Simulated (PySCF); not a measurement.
Match the calculated data to a structure.

All candidates are C6H11ClSi2.

* Rotational structure: rotational constants A, B, C: 1.205, 0.748, 0.517 GHz [GFN2-xTB]
* NMR, other nuclei: isotropic shieldings of nuclei other than C and H, by class: 403 (1 Si), 428 (1 Si), 800 (1 Cl) ppm [GIAO PBE0/pcSseg-1]
* Dipole: 2.38 D [PBE0/pcSseg-1]
* 13C NMR: chemical shifts (computed TMS as zero) by class: 105.0 (1 C), 87.2 (1 C), 33.7 (1 C), 16.7 (1 C), 16.0 (1 C), -9.4 (1 C) ppm [GIAO PBE0/pcSseg-1]
* 1H NMR: chemical shifts (computed TMS as zero) by class: 4.86 (1 H), 4.15 (1 H), 4.08 (1 H), 1.85 (1 H), 1.20 (1 H), 1.13 (1 H), 1.10 (1 H), 0.97 (1 H), 0.30 (3 H) ppm [GIAO PBE0/pcSseg-1]

The electronic properties come from PySCF, for the isolated species, density fitting. Levels stand in brackets. The structure is a single GFN2-xTB conformer in the gas phase; no vibrational or solvent corrections. NMR classes are plain means over equivalent atoms (diastereotopic ones count apart unless rotation or inversion swaps them), as if these changed places fast.

Question: Which candidate is it?
A. `C#C[Si@@H]([SiH2]CCl)C1CC1`
B. `C=C[Si@@H](Cl)[SiH]1CC=CC1`
C. `CCC#C[C@@H]1[SiH2][C@@H]1[SiH2]Cl`
D. `C#C[Si@H]([SiH2]C)C1(Cl)CC1`

Answer: D. It is `C#C[Si@H]([SiH2]C)C1(Cl)CC1`. Numbering: `[CH:1]#[C:2][Si@H:3]([SiH2:4][CH3:5])[C:6]1([Cl:7])[CH2:8][CH2:9]1`. Its formula, C6H11ClSi2, gives 3 degrees of unsaturation: 1 ring and 2 π bonds in the structure found. 6 carbons fall into 6 classes; from least to most shielded: terminal alkyne carbon [C1] (105.0 ppm), alkyne carbon [C2] (87.2 ppm), sp3 C–Cl carbon [C6] (33.7 ppm), three-membered-ring carbon [C9] (16.7 ppm), three-membered-ring carbon [C8] (16.0 ppm), Si-methyl carbon [C5] (-9.4 ppm). Hydrogen classes from least to most shielded: 1 H on an SiH silicon, Si3 (4.86 ppm), 1 H on an SiH2 silicon, Si4 (4.15 ppm), 1 H on an SiH2 silicon, Si4 (4.08 ppm), 1 H on a terminal alkyne carbon, C1 (1.85 ppm), 1 H on a three-membered-ring carbon, C9 (1.20 ppm), 1 H on a three-membered-ring carbon, C8 (1.13 ppm), 1 H on a three-membered-ring carbon, C9 (1.10 ppm), 1 H on a three-membered-ring carbon, C8 (0.97 ppm), 3 H on an Si-methyl carbon, C5 (0.30 ppm). The other shieldings belong to: 403 ppm, SiH silicon [Si3]; 428 ppm, SiH2 silicon [Si4]; 800 ppm, alkyl chlorine [Cl7]. The optimised geometry has point group C1 and is an asymmetric top.

The others, at the same levels:
- `C=C[Si@@H](Cl)[SiH]1CC=CC1` fails: its computed 13C shifts are 142.6 (1 C), 140.6 (1 C), 139.1 (1 C), 138.0 (1 C), 19.7 (1 C), 19.6 (1 C) ppm, 1H shifts are 6.58 (1 H), 6.43 (1 H), 6.36 (1 H), 6.15 (1 H), 6.08 (1 H), 5.64 (1 H), 4.34 (1 H), 2.12 (1 H), 2.03 (1 H), 1.96 (1 H), 1.81 (1 H) ppm and rotational constant A is 1.842 GHz (against 1.205 GHz).
- `CCC#C[C@@H]1[SiH2][C@@H]1[SiH2]Cl` fails: its computed 13C shifts are 86.6 (1 C), 86.5 (1 C), 16.7 (1 C), 16.0 (1 C), 3.3 (1 C), 2.1 (1 C) ppm, 1H shifts are 5.69 (1 H), 5.19 (1 H), 3.02 (1 H), 2.81 (1 H), 2.35 (1 H), 2.30 (1 H), 1.96 (1 H), 1.10 (3 H), 0.43 (1 H) ppm and smallest rotational constant is 0.416 GHz (against 0.517 GHz).
- `C#C[Si@@H]([SiH2]CCl)C1CC1` fails: its computed 13C shifts are 105.9 (1 C), 85.1 (1 C), 31.1 (1 C), 5.5 (1 C), 3.3 (1 C), -3.7 (1 C) ppm, 1H shifts are 4.95 (1 H), 4.17 (1 H), 4.16 (1 H), 3.29 (1 H), 3.08 (1 H), 1.80 (1 H), 0.76 (1 H), 0.70 (1 H), 0.69 (1 H), 0.44 (1 H), 0.06 (1 H) ppm and rotational constant A is 1.399 GHz (against 1.205 GHz).

Each candidate is one conformer, not necessarily the lowest. The conformers computed, where there is a choice (atom-mapped SMILES and torsion angles):
- `[CH:1]#[C:2][Si@H:3]([SiH2:4][CH3:5])[C:6]1([Cl:7])[CH2:8][CH2:9]1`: C2–Si3–Si4–C5 26°, C2–Si3–C6–Cl7 179°
- `[CH3:1][CH2:2][C:3]#[C:4][C@@H:5]1[SiH2:6][C@@H:7]1[SiH2:8][Cl:9]`: Si6–C7–Si8–Cl9 97°
- `[CH:1]#[C:2][Si@@H:3]([SiH2:4][CH2:5][Cl:6])[CH:7]1[CH2:8][CH2:9]1`: C2–Si3–Si4–C5 -154°, Si3–Si4–C5–Cl6 -55°, C2–Si3–C7–C8 31°

The conformers of `C=C[Si@@H](Cl)[SiH]1CC=CC1` aren't listed.
